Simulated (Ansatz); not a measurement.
C₄H₇F₃ (`CCC(F)C(F)F`), relaxed with RKS PBE0-D4/def2-TZVP in Ansatz from a PBE-D4/def2-SVP geometry. The force threshold is 0.005 eV/Å; the program also tests the step.

Total charge 0; spin multiplicity 1.

Start:

```xyz
14

C    -1.406   -0.289    0.849
C    -0.252    0.707    0.721
C     0.991    0.143    0.043
F     1.471   -0.954    0.757
C     0.768   -0.336   -1.392
F     0.158    0.659   -2.111
F     1.967   -0.611   -1.977
H    -1.834   -0.559   -0.138
H    -2.229    0.137    1.457
H    -1.067   -1.221    1.344
H    -0.564    1.608    0.154
H     0.062    1.060    1.726
H     1.798    0.911    0.005
H     0.137   -1.253   -1.439
```

By how much does the energy fall, and how many steps does the optimiser take? (An estimate is asked.)

Ansatz gave: 5.32 kJ/mol, in 6 steps.

Which bonds change most? (Estimate.)

The calculation gave: C5–H14 from 1.114 to 1.094 Å; C3–H13 from 1.114 to 1.095 Å; C1–H8 from 1.109 to 1.092 Å; C2–H11 from 1.110 to 1.093 Å.

Give the relaxed structure. (An estimate is asked.)

Ansatz gave: 
```xyz
14

C    -1.395   -0.289    0.827
C    -0.245    0.701    0.726
C     0.990    0.161    0.040
F     1.498   -0.910    0.757
C     0.750   -0.345   -1.369
F     0.157    0.631   -2.102
F     1.932   -0.638   -1.958
H    -1.813   -0.528   -0.154
H    -2.203    0.129    1.429
H    -1.074   -1.219    1.298
H    -0.557    1.602    0.191
H     0.064    1.021    1.725
H     1.772    0.926   -0.010
H     0.124   -1.241   -1.401
```
